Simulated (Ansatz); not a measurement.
Ansatz (a first-principles code) input (HF/def2-QZVPP):
A basis named .json is the Basis Set Exchange file of that set.

Ansatz 0.2 input:
```yaml
crystal:
  periodic: [false, false, false]
  atoms:
    - {symbol: Si, position_ang: [-0.58542294, 0.04984072, -0.44834611]}
    - {symbol: Br, position_ang: [-0.71460544, -1.54260799, 1.20886359]}
    - {symbol: Br, position_ang: [-0.06014783, 1.94855346, 0.74241038]}
    - {symbol: Br, position_ang: [1.41951431, -0.46083802, -1.45748378]}
    - {symbol: O, position_ang: [-1.79633939, 0.15293363, -1.37572636]}
basis:
  gaussian:
    orbitals: def2-QZVPP.json
hamiltonian:
  xc: hf
total_charge: -1
```

Output:

```
Functional definition: HF
integrals: 0.72 GiB planned
2572 factors; their error is unknown
mean field: 4.25 GiB planned
mean field evaluation 1: about -219902.8739 eV, gradient 4.2e1 eV
mean field evaluation 2: about -219903.9690 eV, gradient 4.0e1 eV
mean field evaluation 4: about -219906.6146 eV, gradient 1.4e0 eV
mean field evaluation 8: about -219906.6233 eV, gradient 5.4e-2 eV
mean field -219908.89306205 eV, -8081.5027604290 hartree, gradient 5.8e-5 eV, S^2 0.000000; 0 other end points of the search recorded, 0 dependent functions left out
reference -219908.89306205 eV, -8081.5027604290 hartree; 64, 64 occupied and 330, 330 virtual orbitals, 2572 factors
Total energy: -219908.89306205 eV, -8081.5027604290 hartree
```

It need not be the lowest isomer of its formula. Whether it binds its extra electron was not tested at this geometry.
